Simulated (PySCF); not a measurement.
# Gas-phase XPS of `C[SiH2][SiH]([SiH3])[SiH3]`, computed

Species: CH12Si4.
Geometry (PBE0-D3(BJ)/def2-SVP, Å), atoms numbered from 1 in this order:
```
atom  x, y, z in Å
C1     2.2972   -1.6571   -0.1386
Si2    1.6461    0.1035   -0.2984
Si3   -0.4706    0.3186    0.6912
Si4   -1.9481   -1.1664   -0.3612
Si5   -1.2755    2.5027    0.4202
H6     1.6050   -2.3736   -0.6068
H7     2.4072   -1.9325    0.9214
H8     3.2793   -1.7574   -0.6257
H9     2.5944    1.0757    0.3333
H10    1.5030    0.4823   -1.7411
H11   -0.3959   -0.0152    2.1525
H12   -3.3133   -1.1053    0.2463
H13   -1.4456   -2.5733   -0.2643
H14   -2.0512   -0.8024   -1.8091
H15   -1.3627    2.8038   -1.0429
H16   -2.6379    2.6514    1.0199
H17   -0.3583    3.4963    1.0593
```

Theory: PySCF 2.14.0, delta-SCF UKS SCAN, pcX-2 on the ionised atom, pcseg-1 elsewhere, spin-free X2C. These are vertical core ionisation energies against the vacuum level, from separate self-consistent calculations with and without the core hole.

Problem. List the computed XPS lines with their assignment.

Solution. 
```json
{"atom(s)": "C1", "environment": "Si-methyl carbon", "level": "C 1s", "binding energy (eV)": "290.22", "2p1/2 (eV)": "–", "above the level's lowest (eV)": "0.00", "count": "1"}
{"atom(s)": "Si2", "environment": "SiH2 silicon", "level": "Si 2p3/2", "binding energy (eV)": "106.17", "2p1/2 (eV)": "106.80", "above the level's lowest (eV)": "+0.41", "count": "1"}
{"atom(s)": "Si2", "environment": "SiH2 silicon", "level": "Si 1s", "binding energy (eV)": "1845.90", "2p1/2 (eV)": "–", "above the level's lowest (eV)": "+0.50", "count": "1"}
{"atom(s)": "Si3", "environment": "SiH silicon", "level": "Si 2p3/2", "binding energy (eV)": "105.76", "2p1/2 (eV)": "106.38", "above the level's lowest (eV)": "0.00", "count": "1"}
{"atom(s)": "Si3", "environment": "SiH silicon", "level": "Si 1s", "binding energy (eV)": "1845.40", "2p1/2 (eV)": "–", "above the level's lowest (eV)": "0.00", "count": "1"}
{"atom(s)": "Si4/Si5", "environment": "SiH3 silicon", "level": "Si 2p3/2", "binding energy (eV)": "106.36", "2p1/2 (eV)": "106.98", "above the level's lowest (eV)": "+0.60", "count": "2"}
{"atom(s)": "Si4/Si5", "environment": "SiH3 silicon", "level": "Si 1s", "binding energy (eV)": "1846.06", "2p1/2 (eV)": "–", "above the level's lowest (eV)": "+0.66", "count": "2"}
```

Lowest listed Si 1s: Si3, bonded to H and 3 Si. Highest, 0.66 eV above it: Si4/Si5, bonded to 3 H and Si. Summing the Pauling electronegativity differences to the bonded atoms, each weighted by its formal bond order, gives +0.30 for the lowest site and +0.90 for the highest; the largest sum, +1.25, belongs to Si2, 0.16 eV below the top.

Lowest listed Si 2p3/2: Si3, bonded to H and 3 Si. Highest, 0.60 eV above it: Si4/Si5, bonded to 3 H and Si.

Problem. Which photon wavelength matches the Si 1s of Si2 threshold?

Solution. λ = hc/E = 12398.42 eV Å / 1845.90 eV = 6.717 Å.

Problem. Which effective nuclear charge Zeff reproduces each element's mean 1s value in the hydrogen-like formula E = 13.606 eV × Zeff²?

Solution. C (Z = 6): mean 290.2 eV, Zeff = 4.62, Z − Zeff = 1.38; Si (Z = 14): mean 1845.9 eV, Zeff = 11.65, Z − Zeff = 2.35. Means run over the listed sites, weighted by atom count.

Topologically equivalent atoms share the value of their first member; where this conformer doesn't relate them by symmetry, their own values could differ. 2p3/2 and 2p1/2 are the ΔSCF energy of one spin-free 2p hole plus the eigenvalues of a spin–orbit and ligand-field matrix of the shell. 2p1/2 minus 2p3/2 (ligand field included): Si 0.62 eV. One conformer (not necessarily the lowest) at the PBE0-D3(BJ)/def2-SVP geometry, without solvent, vibrations or thermal averaging.
